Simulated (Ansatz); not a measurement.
Input for Ansatz (a quantum-chemistry and plane-wave program): R-PBE/def2-TZVPPD on CH7FGe (a complex), monomers drawn apart or pushed together. Files ending in .json are basis or fitting sets from the Basis Set Exchange.

Ansatz 0.2 input:
```yaml
crystal:
  periodic: [false, false, false]
  atoms:
    - {symbol: C, position_ang: [-0.43276187, -0.03777488, -0.15559165]}
    - {symbol: F, position_ang: [0.76524832, -0.17114150, 0.53997435]}
    - {symbol: H, position_ang: [-1.01888985, 0.75615243, 0.30778149]}
    - {symbol: H, position_ang: [-0.20666379, 0.21423053, -1.19192525]}
    - {symbol: H, position_ang: [-0.97332953, -0.98311135, -0.10453859]}
    - {symbol: Ge, position_ang: [-0.15986349, -0.22824225, 4.97783862]}
    - {symbol: H, position_ang: [-0.46048947, 1.14402393, 4.35756239]}
    - {symbol: H, position_ang: [1.34339705, -0.51981094, 4.91354524]}
    - {symbol: H, position_ang: [-0.94179568, -1.31342572, 4.22296010]}
    - {symbol: H, position_ang: [-0.61687414, -0.21999331, 6.44740441]}
basis:
  gaussian:
    orbitals: def2-TZVPPD.json
hamiltonian:
  xc: {name: PBE}
scf: {lower_state_search: off}
```

Problem. Predict the final total energy.

Solution. -2218.7088 hartree.
